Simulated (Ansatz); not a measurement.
`C[O][W](=[O])(=[S])[Cl]` + HCl → `[O]=[W](=[S])([Cl])[Cl]` + CH₃OH at 700 K and 1 bar (ligand exchange at a W–O bond).

Calculated with Ansatz (gas phase, PBE0-D4/def2-TZVP geometries, no zero-point term in ΔE). CBS: MP2 limit from def2 TZ/QZ plus the TZ coupled-cluster correction, frozen cores. This one scheme is used for every species. def2 core potentials past Kr. For W outer-core shells are correlated without core-valence functions, which leaves a few kJ/mol of doubt a bond. Each species was taken in one conformer, which may not be the lowest.

```json
{"species": "`C[O][W](=[O])(=[S])[Cl]`", "CCSD(T)/CBS energy (Eh)": "-1114.89876", "H − E (kJ/mol)": "207.7", "S (J/(mol·K))": "521.7"}
{"species": "HCl", "CCSD(T)/CBS energy (Eh)": "-460.38127", "H − E (kJ/mol)": "38.4", "S (J/(mol·K))": "211.8"}
{"species": "`[O]=[W](=[S])([Cl])[Cl]`", "CCSD(T)/CBS energy (Eh)": "-1459.66461", "H − E (kJ/mol)": "79.5", "S (J/(mol·K))": "445.0"}
{"species": "CH₃OH", "CCSD(T)/CBS energy (Eh)": "-115.61712", "H − E (kJ/mol)": "170.8", "S (J/(mol·K))": "288.5"}
```

H − E and S are ideal-gas, rigid-rotor, harmonic terms from PBE0-D4/def2-TZVP, for one conformer and one mirror image of each species. 1 Eh = 2625.50 kJ/mol, R = 8.31446 J/(mol·K).

Q: By hand: ΔE, ΔH, ΔS and ΔG.

A: ΔE = (-1459.66461) + (-115.61712) − (-1114.89876) − (-460.38127) = -0.00170 Eh = -4.5 kJ/mol. Δ(H − E) = 79.5 + 170.8 − 207.7 − 38.4 = 4.2, so ΔH = -0.3 kJ/mol. ΔS = 445.0 + 288.5 − 521.7 − 211.8 = 0.0 J/(mol·K). ΔG = -0.3 − 700 × (0.0)/1000 = -0.3 kJ/mol.

Q: By hand: the equilibrium constant, and the temperature at which ΔG would vanish if ΔH and ΔS stayed fixed.

A: log₁₀ K = −ΔG/(RT ln 10) = 0.0. With ΔH or ΔS at zero there is no such temperature.

The number of gas molecules stays the same, so ΔS is small and ΔH decides. The sign of ΔG lies within the doubt. A doubt of 5 kJ/mol in ΔE shifts log₁₀ K by 0.4 here. Other conformers and mirror images would add mixing entropy, several J/(mol·K) or more a flexible species. Modes under 60 cm⁻¹, often nearly free rotors, make the harmonic entropy too high. These are equilibria of isolated gas molecules and say nothing of rates. Largest T1 diagnostic: 0.022 (customary marks: 0.02 for closed shells, 0.045 for open ones).

ΔS is within the doubt of such terms, so its sign, and with it that verdict, could turn.
